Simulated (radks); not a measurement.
Task: Gd25+, configuration [Kr] 4d3. All-electron calculation, scalar-relativistic Kohn-Sham, SCAN, spin-polarised, spherical densities, finite nucleus; open shells are filled with parallel spins first (spin-orbit coupling, left out, can overturn this in heavy ions); meta-GGA in the generalised Kohn-Sham scheme; Fermi nuclear charge, rms radius 5.1569 fm. Program: a radial shooting solver on a logarithmic mesh with Libxc functionals. Some entries of the table are withheld. Estimate them.

orbital,occ.,eigenvalue (hartree),<r^2> (bohr^2)
1s up,1,-1873.007,0.0006551
1s down,1,-1873.002,0.0006551
2s up,1,-334.6086,0.01026
2s down,1,-334.5261,0.01026
2p up,3,-300.8663,0.008275
2p down,3,-300.7919,0.008274
3s up,1,-96.52486,0.06712
3s down,1,-96.47988,0.06705
3p up,3,-85.99132,0.06714
3p down,3,-85.93628,0.06705
3d up,5,-72.26597,0.05608
3d down,5,-72.17777,0.05602
4s up,1,(1),0.2958
4s down,1,(2),0.2964
4p up,3,-35.74441,0.3170
4p down,3,-35.40616,0.3177
4d up,3,-30.55896,(3)

Result: 
(1) 4s up eigenvalue (hartree): -39.55090
(2) 4s down eigenvalue (hartree): -39.20692
(3) 4d up <r^2> (bohr^2): 0.3325
